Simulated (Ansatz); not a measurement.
W(NH)(S)(Cl)(OH) (ClH2NOSW), SMILES [Cl][W](=[NH])([OH])=[S], multiplicity 1.

Coordinates come from a B3LYP-D3(BJ)/def2-SVP optimisation. The spin state was assumed, not searched. The structure was generated by enumeration; whether it is a known compound was not checked. The def2 effective core potentials stand for the cores of W; spin–orbit coupling is left out. The values are those of a single conformer.

Two levels are set side by side: PBE/def2-SVPD (Ansatz, an electronic-structure program) and CAM-B3LYP/def2-SVPD (Ansatz). Energy differences of separate SCF runs at the same geometry; the states with an electron removed or added have multiplicity 2 and 2. Differences are taken from unrounded values.

```
quantity                            PBE
---------------------------------  ----
vertical ionisation energy (eV)    9.35
vertical electron affinity (eV)    0.65
vertical singlet–triplet gap (eV)  3.13
```

Question: These are the PBE values. What does CAM-B3LYP give? (The exact figures need the calculation; the answer reports its results.)

Answer: 
```json
[
 {"quantity": "vertical ionisation energy (eV)", "CAM-B3LYP": "9.59", "PBE minus CAM-B3LYP": "-0.24"},
 {"quantity": "vertical electron affinity (eV)", "CAM-B3LYP": "1.11", "PBE minus CAM-B3LYP": "-0.46"},
 {"quantity": "vertical singlet–triplet gap (eV)", "CAM-B3LYP": "2.86", "PBE minus CAM-B3LYP": "0.27"}
]
```
